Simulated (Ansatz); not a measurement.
Geometry optimisation, RKS PBE/def2-SVP (Ansatz 0.2.0).

Input:

```yaml
crystal:
  periodic: [false, false, false]
  atoms:
    - { symbol: W, position_ang: [0.116504, 0.350038, -0.275374] }
    - { symbol: O, position_ang: [-0.420478, 0.633199, 2.796908] }
    - { symbol: H, position_ang: [-1.20519, 1.194736, 2.638608] }
    - { symbol: H, position_ang: [1.163602, -0.763845, 0.436184] }
    - { symbol: F, position_ang: [-1.71523, 0.782436, 0.001477] }
    - { symbol: H, position_ang: [-0.418804, -1.197604, 0.081538] }
    - { symbol: H, position_ang: [0.701905, -0.896984, -1.255765] }
    - { symbol: H, position_ang: [0.405854, 0.712783, -1.915445] }
    - { symbol: "N", position_ang: [1.584945, 1.433325, 0.635719] }
    - { symbol: H, position_ang: [2.325485, 1.023419, 1.215467] }
    - { symbol: Si, position_ang: [1.58231, 3.191552, 0.3954] }
    - { symbol: H, position_ang: [0.510373, 3.4378, -0.639465] }
    - { symbol: H, position_ang: [1.207762, 3.931173, 1.658317] }
    - { symbol: H, position_ang: [2.917682, 3.693609, -0.088638] }
    - { symbol: H, position_ang: [0.32708, 1.217064, 2.502969] }
basis:
  gaussian: { orbitals: def2-SVP }
hamiltonian:
  xc: pbe
relax:
  f_tol: 0.03
  max_steps: 50
```

Run as:

```bash
$ ansatz run input.yaml --threads 4 --pin off --max-ram 5120MiB --backend cpu --events-out ev --progress --plain --runs-dir out
```

**Question.** Where does it end, and by what steps?

**Answer.** The run converged. After 13 steps the energy has fallen by 0.351 eV; H3 moved furthest, 0.77 Å. Joined: W1–O2 (3.13 → 2.43 Å).

```json
{"step": "0", "energy less start (eV)": "0.0000", "largest force component (eV/Å)": "0.801", "accepted": "yes"}
{"step": "1", "energy less start (eV)": "-0.0754", "largest force component (eV/Å)": "1.516", "accepted": "yes"}
{"step": "2", "energy less start (eV)": "-0.1398", "largest force component (eV/Å)": "1.852", "accepted": "yes"}
{"step": "3", "energy less start (eV)": "-0.2289", "largest force component (eV/Å)": "1.580", "accepted": "yes"}
{"step": "4", "energy less start (eV)": "-0.2689", "largest force component (eV/Å)": "0.704", "accepted": "yes"}
{"step": "5", "energy less start (eV)": "-0.3119", "largest force component (eV/Å)": "0.608", "accepted": "yes"}
{"step": "6", "energy less start (eV)": "-0.3188", "largest force component (eV/Å)": "0.299", "accepted": "yes"}
{"step": "7", "energy less start (eV)": "-0.2600", "largest force component (eV/Å)": "0.808", "accepted": "no"}
{"step": "8", "energy less start (eV)": "-0.3367", "largest force component (eV/Å)": "0.215", "accepted": "yes"}
{"step": "9", "energy less start (eV)": "-0.3440", "largest force component (eV/Å)": "0.082", "accepted": "yes"}
{"step": "10", "energy less start (eV)": "-0.3478", "largest force component (eV/Å)": "0.145", "accepted": "yes"}
{"step": "11", "energy less start (eV)": "-0.3495", "largest force component (eV/Å)": "0.071", "accepted": "yes"}
{"step": "12", "energy less start (eV)": "-0.3501", "largest force component (eV/Å)": "0.039", "accepted": "yes"}
{"step": "13", "energy less start (eV)": "-0.3505", "largest force component (eV/Å)": "0.022", "accepted": "yes"}
```

```xyz
15
Properties=species:S:1:pos:R:3
W 0.158 0.434 -0.008
O -0.541 0.506 2.322
H -1.497 0.670 2.161
H 1.248 -0.707 0.601
F -1.751 0.805 0.091
H -0.350 -1.151 0.251
H 0.780 -0.667 -1.128
H 0.318 0.921 -1.645
N 1.736 1.425 0.628
H 2.534 1.061 1.159
Si 1.708 3.171 0.304
H 0.353 3.419 -0.308
H 1.818 3.971 1.577
H 2.793 3.605 -0.641
H -0.223 1.280 2.825
```

Whether the end is a true minimum wasn't checked by a vibrational analysis.

Run time: 34 s on 4 threads of Arm Neoverse V2 (shared host), peak memory 0.22 GiB.
